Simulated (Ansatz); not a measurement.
Relaxation of C2H9BClNSi (15 atoms, charge 0, multiplicity 1), to a largest force component of 0.015 eV/Å in at most 40 steps.

The calculation used RKS PBE/def2-SVP in Ansatz.

```xyz
15
Properties=species:S:1:pos:R:3
C 0.009 -2.061 -0.968
B -0.673 -1.344 0.311
Si -0.581 0.581 0.568
N 0.238 1.327 -0.920
C -2.326 1.291 0.651
Cl -2.219 3.066 0.946
H -0.494 -1.598 -1.885
H -0.168 -3.095 -0.952
H 1.054 -1.794 -0.970
H -1.207 -2.007 1.146
H 0.172 0.893 1.769
H 0.339 2.346 -0.712
H -0.323 1.184 -1.643
H -2.824 1.122 -0.287
H -2.850 0.802 1.478
```

Problem. Where does it end, and by what steps?

Solution. The run converged. After 14 steps the energy has fallen by 0.815 eV; H7 moved furthest, 0.71 Å.

```json
{"step": "0", "energy less start (eV)": "0.0000", "largest force component (eV/Å)": "6.585", "accepted": "yes"}
{"step": "1", "energy less start (eV)": "-0.6749", "largest force component (eV/Å)": "1.461", "accepted": "yes"}
{"step": "2", "energy less start (eV)": "-0.7510", "largest force component (eV/Å)": "0.829", "accepted": "yes"}
{"step": "3", "energy less start (eV)": "-0.7761", "largest force component (eV/Å)": "0.382", "accepted": "yes"}
{"step": "4", "energy less start (eV)": "-0.7865", "largest force component (eV/Å)": "0.105", "accepted": "yes"}
{"step": "5", "energy less start (eV)": "-0.7937", "largest force component (eV/Å)": "0.065", "accepted": "yes"}
{"step": "6", "energy less start (eV)": "-0.7947", "largest force component (eV/Å)": "0.317", "accepted": "yes"}
{"step": "7", "energy less start (eV)": "-0.8036", "largest force component (eV/Å)": "0.196", "accepted": "yes"}
{"step": "8", "energy less start (eV)": "-0.7692", "largest force component (eV/Å)": "0.448", "accepted": "no"}
{"step": "9", "energy less start (eV)": "-0.8103", "largest force component (eV/Å)": "0.057", "accepted": "yes"}
{"step": "10", "energy less start (eV)": "-0.8125", "largest force component (eV/Å)": "0.096", "accepted": "yes"}
{"step": "11", "energy less start (eV)": "-0.8134", "largest force component (eV/Å)": "0.112", "accepted": "yes"}
{"step": "12", "energy less start (eV)": "-0.8145", "largest force component (eV/Å)": "0.059", "accepted": "yes"}
{"step": "13", "energy less start (eV)": "-0.8146", "largest force component (eV/Å)": "0.030", "accepted": "yes"}
{"step": "14", "energy less start (eV)": "-0.8150", "largest force component (eV/Å)": "0.008", "accepted": "yes"}
```

```xyz
15
Properties=species:S:1:pos:R:3
C 0.018 -2.101 -0.989
B -0.691 -1.378 0.198
Si -0.603 0.624 0.514
N 0.352 1.412 -0.730
C -2.377 1.346 0.724
Cl -2.282 3.153 0.886
H -0.808 -2.217 -1.740
H 0.344 -3.139 -0.772
H 0.827 -1.535 -1.491
H -1.375 -2.047 0.960
H 0.070 0.904 1.837
H 0.444 2.431 -0.656
H 0.134 1.171 -1.701
H -3.038 1.135 -0.141
H -2.871 0.954 1.637
```

Whether the end is a true minimum wasn't checked by a vibrational analysis.

The run took 41 s on 2 threads of AMD EPYC 7R43 64-Core Processor (Zen 3), on a shared host, peak memory 0.2 GiB.
